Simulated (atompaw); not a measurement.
u(r) = r·R(r): atom against pseudo-atom (Ca (Z = 20))

Columns: radius, all-electron u(r) and pseudo u(r) of the 3p shell (level -31.26 eV) of calcium in the configuration [Ne] 3s2 3p6 3d0 4s1.5 4p0; PBE, scalar-relativistic, PAW (atompaw) scheme, atompaw 4.2.0.5.

```csv
r (bohr),all-electron,pseudo
0.115,-0.3665,0.0176
0.231,-0.4571,0.0692
0.346,-0.2174,0.1492
0.462,0.1275,0.2516
0.577,0.4421,0.3653
0.692,0.6822,0.4809
0.808,0.8417,0.5895
0.923,0.9264,0.6801
1.038,0.9534,0.7471
1.154,0.9384,0.7866
1.269,0.8954,0.7967
1.385,0.8349,0.7796
1.500,0.7659,0.7401
1.615,0.6936,0.6845
1.731,0.6212,0.6193
1.846,0.5525,0.5524
1.962,0.4878,0.4878
2.077,0.4288,0.4288
2.192,0.3755,0.3755
2.308,0.3271,0.3271
2.423,0.2845,0.2845
2.538,0.2469,0.2469
2.654,0.2135,0.2135
2.769,0.1846,0.1846
2.885,0.1592,0.1592
3.000,0.1373,0.1373
```

Question: How many radial nodes do the two functions have?

Answer: The all-electron 3p function has n − l − 1 = 1; the pseudo-wave has 0, since the states of the same l below it are removed with the core.

Question: At about which radius was the pseudo-wave matched?

Answer: 1.95 bohr, where the columns begin to agree (steps of 0.12 bohr).

Question: Is the pseudo-wave norm-conserving?

Answer: No, it belongs to a PAW set: the norm inside the radius is not constrained, and the difference is carried by the augmentation charge.
